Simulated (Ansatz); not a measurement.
`[F][Cd][Br]` + `[F][SnH]([Cl])[Br]` → `[F][Cd][Cl]` + `[F][SnH]([Br])[Br]` at 298.15 K and 1 bar (redistribution).

Isolated molecules relaxed with PBE0-D4/def2-TZVP in Ansatz; ΔE leaves out vibrations. CCSD(T)/CBS adds triple-zeta CCSD(T) − MP2 to the extrapolated MP2 energy (def2 sets, frozen cores). def2 core potentials past Kr. For Br, Cd, Sn outer-core shells are correlated without core-valence functions, which leaves a few kJ/mol of doubt a bond. Scalar relativity is left out up to krypton.

```csv
species,CCSD(T)/CBS energy (Eh),H − E (kJ/mol),S (J/(mol·K))
`[F][Cd][Br]`,-2840.89161,20.5,292.3
`[F][SnH]([Cl])[Br]`,-3347.63611,47.3,355.3
`[F][Cd][Cl]`,-727.34376,20.9,280.6
`[F][SnH]([Br])[Br]`,-5461.18012,46.9,366.7
```

H − E and S are ideal-gas, rigid-rotor, harmonic terms from PBE0-D4/def2-TZVP, for one conformer and one mirror image of each species. 1 Eh = 2625.50 kJ/mol, R = 8.31446 J/(mol·K).

Question: By hand: ΔE, ΔH, ΔS and ΔG.

Answer: ΔE = (-727.34376) + (-5461.18012) − (-2840.89161) − (-3347.63611) = 0.00384 Eh = 10.1 kJ/mol. Δ(H − E) = 20.9 + 46.9 − 20.5 − 47.3 = 0.0, so ΔH = 10.1 kJ/mol. ΔS = 280.6 + 366.7 − 292.3 − 355.3 = -0.3 J/(mol·K). ΔG = 10.1 − 298.15 × (-0.3)/1000 = 10.2 kJ/mol.

Question: By hand: the equilibrium constant, and the temperature at which ΔG would vanish if ΔH and ΔS stayed fixed.

Answer: log₁₀ K = −ΔG/(RT ln 10) = -1.8. ΔH and −TΔS have one sign here, so there is no such temperature. One of them is within its doubt of zero, so this could turn.

The number of gas molecules stays the same, so ΔS is small and ΔH decides. A doubt of 5 kJ/mol in ΔE shifts log₁₀ K by 0.9 here. Other conformers and mirror images would add mixing entropy, several J/(mol·K) or more a flexible species. These are equilibria of isolated gas molecules and say nothing of rates. Largest T1 diagnostic: 0.015 (customary marks: 0.02 for closed shells, 0.045 for open ones).
